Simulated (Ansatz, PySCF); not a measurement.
Reaction (SMILES): C=O (CH2O) [formaldehyde] + 2 [H][H] (H2) → C (CH4) + O (H2O)
Each molecule is optimised on its own at B3LYP-D3(BJ)/def2-TZVP (Ansatz, a program for electronic structure).

Property: energy of full hydrogenation (0 K, with B3LYP-D3(BJ) harmonic zero-point energies from PySCF), in kcal/mol. Cores are frozen in the correlated levels unless marked. No spin-orbit coupling. No relativistic terms. Basis-set limits of correlation are two-point, X^-3; Hartree-Fock from the larger set. [CCSD(T)-MP2]/basis is that difference in the basis named.

| level | program | energy of full hydrogenation (kcal/mol) |
|---|---|---|
| HF/def2-TZVPD | PySCF | -45.4 |
| PBE0-D3(BJ)/def2-TZVPD | Ansatz + dftd3 | -50.3 |
| B2GP-PLYP/def2-TZVPD | Ansatz | -45.8 |
| PBE-QIDH/def2-TZVPD | Ansatz | -50.6 |
| MP2/6-31G* | Ansatz | -34.5 |
| CCSD/def2-QZVPPD | Ansatz | -49.3 |
| CCSD/CBS(cc-pVTZ,cc-pVQZ) | Ansatz | -49.2 |
| CCSD(T)/cc-pVTZ | Ansatz | -45.6 |
| RI-MP2/CBS(cc-pVTZ,cc-pVQZ)+[CCSD(T)-MP2]/cc-pVDZ | Ansatz | -47.5 |
| CCSD(T)/CBS(def2-TZVPPD,def2-QZVPPD) | Ansatz | -48.4 |
